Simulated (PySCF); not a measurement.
Excitations are Tamm–Dancoff values on a coarser integration grid. The basis has no diffuse functions, so Rydberg states are missing or too high.

Z-matrix (Å, degrees):
```
C
C 1 1.3453
H 2 1.0829 1 121.81
C 1 1.4855 2 115.60 3 180.00
C 4 1.3400 1 117.75 2 0.00
H 5 1.0822 4 122.47 1 180.00
H 4 1.0885 5 123.46 6 0.00
C 1 1.4916 2 125.85 3 0.00
H 8 1.0898 1 111.63 2 0.01
H 8 1.0949 9 108.55 1 122.24
H 8 1.0949 9 108.55 10 115.53
Si 2 1.8558 3 130.58 1 179.98
H 12 1.4892 2 114.34 3 62.52
H 12 1.4892 13 107.88 5 -126.92
```
Charge 0, multiplicity 1.

Problem. Give the S1–T1 gap (TDA), S1 oscillator strength, T1 excitation (TDA), total energy and brightest of the four lowest singlets (TDA) at the level PBE0-D3(BJ)/def2-TZVP run with PySCF.

Solution. 
```
Property                                           Result
-------------------------------------------  ------------
S1–T1 gap (TDA)                                   1.94 eV
S1 oscillator strength                              0.070
T1 excitation (TDA)                               2.75 eV
total energy                                 -13184.76 eV
brightest of the four lowest singlets (TDA)       4.69 eV
```
